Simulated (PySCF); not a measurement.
**Molecular orbitals of SeCl**

PBE0 at R = 2.126 Å; basis Se cc-pVTZ-PP with ECP10, Cl cc-pV(T+d)Z; scalar-relativistic core potentials; PySCF 2.14. State: ²Π (doublet), unpaired electrons π ↑. Only the outer orbitals are listed, counted within each symmetry, core potentials removing the inner ones.

| spin | orbital | occ. | ε (eV) | on Se (%) | main shells (%) |
| --- | --- | --- | --- | --- | --- |
| α | 7σ | 1 | -24.40 | 23 | 75 Cl s, 19 Se s |
| α | 8σ | 1 | -19.46 | 73 | 72 Se s, 21 Cl s |
| α | 9σ | 1 | -11.78 | 41 | 57 Cl p, 33 Se p |
| α | 4π | 1 | -10.94 | 30 | 70 Cl p, 28 Se p |
| α | 4π | 1 | -10.47 | 20 | 79 Cl p, 19 Se p |
| α | 5π | 1 | -8.04 | 71 | 71 Se p, 28 Cl p |
| α | 5π | 1 | -7.08 | 80 | 80 Se p, 19 Cl p |
| α | 10σ | 0 | -2.23 | 69 | 65 Se p, 30 Cl p |
| α | 11σ | 0 | 3.80 | 107 | 94 Se s, 10 Se p |
| α | 12σ | 0 | 5.78 | 88 | 79 Se p, 14 Cl d, 8 Se s |
| β | 7σ | 1 | -24.14 | 19 | 79 Cl s, 15 Se s |
| β | 8σ | 1 | -18.51 | 74 | 74 Se s, 18 Cl s |
| β | 9σ | 1 | -11.54 | 41 | 57 Cl p, 31 Se p, 9 Se s |
| β | 4π | 1 | -10.39 | 18 | 81 Cl p, 17 Se p |
| β | 4π | 1 | -10.15 | 14 | 86 Cl p, 12 Se p |
| β | 5π | 1 | -6.78 | 82 | 82 Se p, 17 Cl p |
| β | 5π | 0 | -4.43 | 87 | 87 Se p, 12 Cl p |
| β | 10σ | 0 | -1.92 | 71 | 67 Se p, 28 Cl p |
| β | 11σ | 0 | 4.11 | 108 | 93 Se s, 13 Se p, 8 Cl d |

Question: Which are the highest filled and the lowest empty level, where do they sit, and how wide is the gap?

Answer: Highest filled β 5π at -6.78 eV (in %: 82 Se p, 17 Cl p); lowest empty β 5π at -4.43 eV (in %: 87 Se p, 12 Cl p); the gap at PBE0 is 2.35 eV. Both belong to one degenerate shell, split only by its one-sided filling, so this is no excitation gap.

- bond order (Mayer): 1.22
- ⟨S²⟩: 0.754
- charge on Se (Mulliken, basis-dependent): 0.14
- charge on Se (Löwdin, basis-dependent): 0.00
- dipole moment (positive dipole means Se(−)Cl(+)): -0.75 D
- polarisability along the bond: 50.7 bohr³
- polarisability across the bond: 25.3 bohr³

Shares are Mulliken populations and can fall outside 0 to 100 %.

Spin–orbit coupling is left out. The state was picked by a PBE0 search and need not be the measured ground state.
